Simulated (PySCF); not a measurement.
NMR data simulated for an unnamed compound:

¹H NMR (300 MHz, computed): δ 8.34 (q, 1H), 4.33 (d, 3H), 4.27 (s, 3H), 4.22 (s, 3H).

¹³C{¹H} NMR (computed): δ 182.8 (CH), 177.7 (C), 150.2 (C), 52.9 (CH3).

No solvent model, non-relativistic, one averaged value for each set of equivalent atoms, one conformer. GFN2-xTB structure; GIAO PBE0/pcSseg-1 shieldings; PySCF 2.14.0 with density-fitted response routines.

δ = σ(ref) − σ, references computed at the same level: ¹H, ¹³C against TMS.

Q: Which of these does the molecule contain: a three-membered ring, an ester, a Si–H bond, a carboxylic acid, a non-aromatic C=C double bond, a Si–CH3 group?

A: 
- A three-membered ring: no.
- An ester: yes (δC 177.7).
- A Si–H bond: yes (δH 4.27 (s)).
- A carboxylic acid: no.
- A non-aromatic C=C double bond: yes.
- A Si–CH3 group: no.

The data belong to SMILES COC(=O)/C([SiH3])=C\[SiH3], C4H10O2Si2; they needn't prove each group on their own.

Carbon signals by region: 2 in the far downfield region (above 160 ppm), 1 in the sp2 and nitrile region (100–160 ppm), 1 at 50–100 ppm. Above 160 ppm: 182.8, β carbon of a C=C–C=O unit, 177.7, ester carbonyl carbon.

Shifts are as computed. Against solution values, carbons near 30 ppm lie about +3 ppm off and those near 130 ppm about +5 ppm. Of 1309 compounds with measured shifts, 239 miss one by over three times the rms of a fit or turn the order of signals round; such compounds aren't used in these exercises. No couplings were computed; multiplicities are counted from neighbouring protons, with m where these are inequivalent, close in shift, in a saturated or five-membered ring or joined by F or P, and br s for small geminal =CH2 splittings.
